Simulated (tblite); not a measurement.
Compound: C3H12N2Si2.
Geometry (GFN2-xTB, Å), atoms numbered from 1 in this order:
```
atom  x, y, z in Å
C1    -0.5542    2.1217    0.4433
N2    -0.5240    0.6959    0.2394
Si3   -1.8737   -0.1844   -0.3617
C4    -1.0866   -1.9167   -0.2816
N5     0.3184   -1.7397    0.0227
Si6    0.8059   -0.2893    0.7902
C7     2.4862    0.2990    0.1499
H8     0.4479    2.5374    0.3431
H9    -1.2039    2.5929   -0.2939
H10   -0.9311    2.3771    1.4389
H11   -2.2095    0.2467   -1.7247
H12   -3.0633   -0.1018    0.5002
H13   -1.5827   -2.5291    0.4808
H14   -1.1887   -2.4558   -1.2273
H15    0.8218   -2.6021    0.1531
H16    0.8170   -0.2998    2.2710
H17    2.4786    0.4675   -0.9220
H18    2.7779    1.2247    0.6343
H19    3.2542   -0.4349    0.3672
```

All values are computed: GFN2-xTB (tblite) harmonic vibrations without scaling, gas phase. The method is semi-empirical: single wavenumbers can be off by several per cent or more. Modes of hydrogen on silicon can be 10 to 20 % off. One conformer, not necessarily the lowest.

Harmonic wavenumbers (cm⁻¹): 66.6, 79.8, 100.1, 122.0, 134.5, 177.1, 244.3, 275.4, 327.7, 403.4, 492.7, 497.0, 525.7, 570.2, 615.7, 671.4, 689.1, 753.0, 769.9, 790.7, 797.2, 811.4, 831.9, 887.3, 928.3, 1103.5, 1138.3, 1171.3, 1175.1, 1192.3, 1217.9, 1358.8, 1372.2, 1424.6, 1487.3, 1495.4, 1500.7, 1501.2, 1507.8, 2102.7, 2176.4, 2216.6, 2873.3, 2912.1, 2936.8, 2987.6, 2993.5, 3047.0, 3051.7, 3059.0, 3458.8.

A = 2386, B = 1726, C = 1103 MHz; mass 132.054 u (most abundant isotopes); point group C1, symmetry number 1.

Question: What is the zero-point energy?

Answer: Half the sum of the wavenumbers: 32512 cm⁻¹ = 388.93 kJ/mol.

Question: Give the ideal-gas entropy at 200 K and 1 bar in the rigid-rotor, harmonic-oscillator model (classical rotation).

Answer: Translation 161.46, rotation 114.89, vibration 84.01: S = 360.4 J/(mol K).

Question: And Cp and H(200 K) − H(0)?

Answer: Cp = 126.58 J/(mol K), of which vibrations give 93.32 (their classical limit is 51 R = 424.0); H(200 K) − H(0) = 16.06 kJ/mol without the zero-point energy, 9.41 from vibrations.

Question: How do the functions run with temperature in this model?

Answer: 
| T (K) | S (J/(mol K)) | Cp (J/(mol K)) | H − H(0) (kJ/mol) | G − H(0) (kJ/mol) | ln q(vib) |
| --- | --- | --- | --- | --- | --- |
| 150 | 327.3 | 104.3 | 10.29 | -38.81 | 3.03 |
| 250 | 391.0 | 149.2 | 22.95 | -74.81 | 5.86 |
| 298.15 | 419.2 | 170.5 | 30.65 | -94.32 | 7.21 |
| 400 | 475.1 | 211.3 | 50.15 | -139.90 | 10.05 |
| 600 | 573.2 | 272.6 | 98.92 | -244.97 | 15.47 |
| 900 | 696.0 | 332.3 | 190.39 | -435.97 | 23.01 |

q(vib) and H(0) count from the zero-point level.

Question: Blend soft modes into free rotors: weight 1/[1 + (100 cm⁻¹/ν̃)⁴] for the oscillator and the rest for a rotor with moment μB/(μ + B), μ = h/(8π²ν), B = 10⁻⁴⁴ kg m². What vibrational entropy results?

Answer: 80.33 J/(mol K) in place of 84.01, which changes −T·S at 200 K by +0.73 kJ/mol.

Question: Which modes carry the vibrational entropy at 200 K?

Answer: 66.6 cm⁻¹: 14.51; 79.8 cm⁻¹: 13.04; 100.1 cm⁻¹: 11.22; 122.0 cm⁻¹: 9.66; 134.5 cm⁻¹: 8.91; 177.1 cm⁻¹: 6.84 J/(mol K); the other 45 give 19.82 together.

Question: What must be added to the electronic energy to get the Gibbs energy at 200 K and 1 bar?

Answer: ZPE + [H(200 K) − H(0)] − T·S = 388.93 + 16.06 − 72.07 = 332.92 kJ/mol.

Hindered rotation and anharmonicity are outside this model. Other conformers, if any are populated, would add a mixing term that is left out. The structure is chiral; the term R ln 2 for an equal mix with its mirror image is left out.
